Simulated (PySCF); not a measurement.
Structure problem from calculated spectra and properties.

Formula: C6H14O3Si.

| Quantity | Value |
| --- | --- |
| Rotational structure | rotational constants A, B, C: 2.629, 0.484, 0.431 GHz [GFN2-xTB] |
| 1H NMR | chemical shifts (computed TMS as zero) by class: 5.02 (3 H), 4.67 (1 H), 4.54 (1 H), 3.77 (1 H), 1.88 (1 H), 1.69 (1 H), 1.41 (3 H), 1.04 (3 H) ppm [GIAO PBE0/pcSseg-1] |
| Dipole | 3.93 D [PBE0/pcSseg-1] |
| NMR, other nuclei | isotropic shieldings of nuclei other than C and H, by class: -74 (1 O), 130 (1 O), 313 (1 O), 396 (1 Si) ppm [GIAO PBE0/pcSseg-1] |
| 13C NMR | chemical shifts (computed TMS as zero) by class: 185.2 (1 C), 70.8 (1 C), 70.7 (1 C), 26.0 (1 C), 23.9 (1 C), 11.1 (1 C) ppm [GIAO PBE0/pcSseg-1] |

The electronic properties come from PySCF, for the isolated species, density fitting. Levels stand in brackets. The structure is a single GFN2-xTB conformer in the gas phase; no vibrational or solvent corrections. Each NMR value is the plain mean over a class of atoms that symmetry, rotation or inversion makes alike.

Problem. Give a SMILES that accounts for the data.

Solution. Numbering: `[CH3:1][CH2:2][CH2:3][O:4][C:5](=[O:6])[C@@H:7]([CH3:8])[O:9][SiH3:10]`. Its formula, C6H14O3Si, gives 1 degree of unsaturation: 0 rings and 1 π bond in the structure found. 6 carbons fall into 6 classes; from least to most shielded: ester carbonyl carbon [C5] (185.2 ppm), sp3 carbon bound to oxygen [C3] (70.8 ppm), sp3 carbon bound to oxygen [C7] (70.7 ppm), chain CH2 carbon [C2] (26.0 ppm), methyl carbon [C8] (23.9 ppm), methyl carbon [C1] (11.1 ppm). Hydrogen classes from least to most shielded: 3 H on an oxygen-bound silicon, Si10 (5.02 ppm), 1 H on an sp3 carbon bound to oxygen, C3 (4.67 ppm), 1 H on an sp3 carbon bound to oxygen, C7 (4.54 ppm), 1 H on an sp3 carbon bound to oxygen, C3 (3.77 ppm), 1 H on a chain CH2 carbon, C2 (1.88 ppm), 1 H on a chain CH2 carbon, C2 (1.69 ppm), 3 H on a methyl carbon, C8 (1.41 ppm), 3 H on a methyl carbon, C1 (1.04 ppm). The other shieldings belong to: -74 ppm, ester carbonyl oxygen [O6]; 130 ppm, ester single-bonded oxygen [O4]; 313 ppm, silyl ether oxygen [O9]; 396 ppm, oxygen-bound silicon [Si10]. The optimised geometry has point group C1 and is an asymmetric top. Structure: `CCCOC(=O)[C@@H](C)O[SiH3]`. Computed isomers that give other values at the same levels: `CC[C@H](C[SiH3])OC(=O)OC` (13C chemical shifts (computed TMS as zero) by class: 164.4 (1 C), 79.5 (1 C), 56.3 (1 C), 36.8 (1 C), 21.0 (1 C), 13.3 (1 C) ppm); `CC(C)OC(=O)[C@@H](C)O[SiH3]` (13C chemical shifts (computed TMS as zero) by class: 184.5 (1 C), 71.0 (1 C), 70.6 (1 C), 23.8 (1 C), 23.8 (1 C), 23.6 (1 C) ppm). The assignments are read from this structure; whether some other isomer fits the data as well wasn't checked. The mirror image fits equally.
